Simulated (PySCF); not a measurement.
# C7H13: g tensor and hyperfine couplings

Species: C7H13 (doublet state).
Cartesian coordinates in Å at the GFN2-xTB level; atoms count from 1:
```
atom  x, y, z in Å
C1    -2.987    0.868   -0.139
C2    -1.487    0.736   -0.363
C3    -0.960   -0.621    0.108
C4     0.489   -0.762   -0.116
C5     1.517   -1.628    0.469
C6     1.669   -0.112    0.463
C7     2.730    0.514   -0.413
H8    -3.342    1.835   -0.487
H9    -3.524    0.092   -0.681
H10   -3.227    0.776    0.918
H11   -0.962    1.529    0.175
H12   -1.263    0.854   -1.426
H13   -1.491   -1.425   -0.414
H14   -1.188   -0.739    1.181
H15    2.172   -2.184   -0.191
H16    1.318   -2.153    1.399
H17    1.547    0.410    1.413
H18    3.698    0.501    0.087
H19    2.473    1.549   -0.636
H20    2.815   -0.029   -1.351
```

The hyperfine couplings belong to this conformer and change with its torsions.

Identity: `CCC[C]1C[C@H]1C` [radical].

Computed, not measured: UKS B3LYP, pcH-1 on C H, non-relativistic, mean-field spin-orbit, GIAO in PySCF 2.14.0. One conformer (not necessarily the lowest) at the GFN2-xTB geometry, without solvent, vibrations or thermal averaging. The geometry wasn't refined by DFT: couplings that depend on bond lengths, twists or pyramidal angles can differ widely from those at the functional's own minimum. No stability test was run, so a lower SCF solution isn't excluded.

```
g1, g2, g3                      : 2.00216, 2.00280, 2.00299
g_iso                           : 2.00265
Form of g                       : rhombic: the two nearest values differ by 23 % of g3 − g1
⟨S²⟩                            : 0.7532 (exact 0.7500)
α and β electrons               : 28, 27
HOMO–LUMO gap, α and β orbitals : 6.79, 5.91 eV
```

Isotropic coupling and dipolar principal values T1 to T3, in MHz; ρ(0) is the spin density at the nucleus:

```tsv
atom	isotope	a_iso	T1	T2	T3	Mulliken spin population	ρ(0) (bohr⁻³)
C1	13C	-1.4	-0.4	-0.1	0.5	0.00	-0.0012
C2	13C	9.6	-1.3	-1.2	2.4	0.00	0.0086
C3	13C	-4.8	-3.1	-2.4	5.5	-0.06	-0.0043
C4	13C	260.9	-74.8	-70.4	145.2	0.92	0.2320
C5	13C	-15.7	-4.2	0.1	4.1	-0.04	-0.0140
C6	13C	-12.6	-4.2	-0.4	4.6	-0.02	-0.0112
C7	13C	41.8	-3.3	-2.9	6.2	0.02	0.0372
H8	1H	-0.5	-0.8	-0.6	1.4	0.00	-0.0001
H9	1H	0.4	-1.0	-0.9	2.0	0.00	0.0001
H10	1H	1.3	-1.3	-0.7	2.0	0.00	0.0003
H11	1H	-1.2	-2.9	-2.6	5.4	0.00	-0.0003
H12	1H	-1.8	-4.0	-2.9	6.9	0.00	-0.0004
H13	1H	34.6	-5.8	-5.0	10.7	0.01	0.0077
H14	1H	121.5	-4.9	-2.1	7.0	0.06	0.0272
H15	1H	79.6	-6.3	-3.7	10.0	0.03	0.0178
H16	1H	49.6	-4.6	-2.2	6.8	0.03	0.0111
H17	1H	45.0	-4.9	-2.1	7.0	0.03	0.0101
H18	1H	-2.2	-2.5	-1.9	4.4	0.00	-0.0005
H19	1H	0.1	-2.9	-2.2	5.1	0.00	0.0000
H20	1H	-2.0	-4.9	-2.4	7.2	0.00	-0.0005
```

The largest Mulliken spin populations are on C4 (+0.92) and H14 (+0.06). No atom but C4 exceeds +0.15. The angles at C4 add up to 329.4°, so it is pyramidal.

Axes: g3 points within 15° of the C3–C4 bond.

Under fast tumbling the dipolar parts average out, and these isotropic splittings remain (the largest six): 1 × 1H (H14, I = 1/2, 2 lines) with 4.33 mT, 1 × 1H (H15, I = 1/2, 2 lines) with 2.84 mT, 1 × 1H (H16, I = 1/2, 2 lines) with 1.77 mT, 1 × 1H (H17, I = 1/2, 2 lines) with 1.61 mT, 1 × 1H (H13, I = 1/2, 2 lines) with 1.24 mT and 1 × 1H (H12, I = 1/2, 2 lines) with 0.06 mT.

Class means assume fast exchange of nuclei equivalent by connectivity; if that motion is slow, each nucleus keeps its own coupling.

The 13C coupling of C4 (260.9 MHz) shows only in satellite lines or after enrichment, since that isotope makes up about 1.07 % of natural carbon.

β density exceeds α density at some nuclei, such as C5 (-0.0140), C6 (-0.0112) and C3 (-0.0043), spin density in bohr⁻³. In a single determinant that takes different orbitals for the two spins, that is spin polarisation.
